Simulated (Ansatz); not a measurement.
`O=C=[N][Zr]([F])([F])[F]`. Charge 0, multiplicity 1. Zr: def2 effective core potential. All single points use the PBE0-D4/def2-TZVP geometry. It is one conformer, not always the lowest.

```xyz
7

O    -0.900    2.226    2.244
C    -0.583    1.440    1.451
N    -0.253    0.624    0.628
Zr    0.303   -0.748   -0.754
F     0.055   -2.491   -0.059
F    -0.748   -0.544   -2.315
F     2.127   -0.506   -1.195
```

Q: What is the dipole moment at PBE/def2-TZVPP? (An estimate is asked.)

A: Ansatz gave: 0.43 D, with components (0.12, -0.29, -0.29) D in this frame, pointing from negative to positive charge.

Q: And with r2SCAN, B3LYP, ωB97M-V? (Estimate.)

A: The calculation gave: r2SCAN 0.44 D, B3LYP 0.42 D, ωB97M-V 0.51 D.

Q: Give the Mulliken charges with PBE, B3LYP, ωB97M-V in def2-TZVPP. (Estimate.)

A: Ansatz gave: 
```
atom    PBE  B3LYP  ωB97M-V
  O1  -0.14  -0.18    -0.21
  C2   0.13   0.21     0.28
  N3  -0.40  -0.48    -0.53
 Zr4   1.41   1.59     1.58
  F5  -0.33  -0.38    -0.37
  F6  -0.33  -0.38    -0.37
  F7  -0.33  -0.38    -0.37
```

B3LYP here is the variant with VWN-RPA as its local correlation; programs differ in this.
